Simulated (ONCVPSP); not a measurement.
## How hard is this Lu (Z = 71) ONCV potential?

```
Element                 : lutetium
Generator               : ONCVPSP 4.0.1
Type                    : optimised norm-conserving Vanderbilt (ONCV)
Functional              : PBE
Relativity              : scalar-relativistic
Frozen core             : [Kr] 4d10
Valence charge          : 25
Reference configuration : 4f14 5s2 5p6 5d1 6s2
Partial waves           : 5s+6s: rc 1.75 bohr, ncon 4, nbas 7, qcut 7.2 1/bohr, 2 projectors; 5p: rc 1.85 bohr, ncon 4, nbas 7, qcut 8 1/bohr, 2 projectors, debl 1.3 Ha; 5d: rc 3.00 bohr, ncon 4, nbas 8, qcut 5.9 1/bohr, 2 projectors, debl 2.7 Ha; 4f: rc 0.65 bohr, ncon 5, nbas 9, qcut 22.1 1/bohr, local
Local potential         : the f channel
Core correction         : none
```

For each optimised wave give the share of its norm inside rc, the residual kinetic energy above qcut (Ha) and the cutoffs (Ha) for errors of 10, 1, 0.1 and 0.01 mHa per electron.

| wave | norm inside rc | residual KE | 10 mHa | 1 mHa | 0.1 mHa | 0.01 mHa |
| --- | --- | --- | --- | --- | --- | --- |
| 5s | 0.918 | 2.4e-06 | 14.3 | 18.5 | 21.6 | 24.1 |
| 6s | 0.043 | 1.9e-06 | 10.6 | 16.3 | 20.6 | 23.7 |
| 5p | 0.838 | 1.5e-07 | 7.7 | 18.3 | 23.0 | 26.4 |
| p projector 2 | 0.070 | 1.3e-07 | 5.9 | 15.8 | 22.0 | 26.2 |
| 5d | 0.615 | 3.4e-09 | 6.8 | 9.3 | 11.4 | 13.1 |
| d projector 2 | 0.221 | 9.1e-08 | 9.6 | 11.7 | 13.2 | 14.5 |
| 4f | 0.535 | 3.9e-03 | 227.8 | 485.1 | 776.5 | 876.4 |

The occupied waves need 485 Ha and 776 Ha for 1 and 0.1 mHa. Note: ghosts flagged at negative energy: s at -1457.6 eV, s at -6.5 eV, p at -912.1 eV, d at -577.6 eV; no localised positive-energy state flagged. A true bound ghost makes a file unfit for plane-wave use. 1 of 4 tests not solved or not reliable.
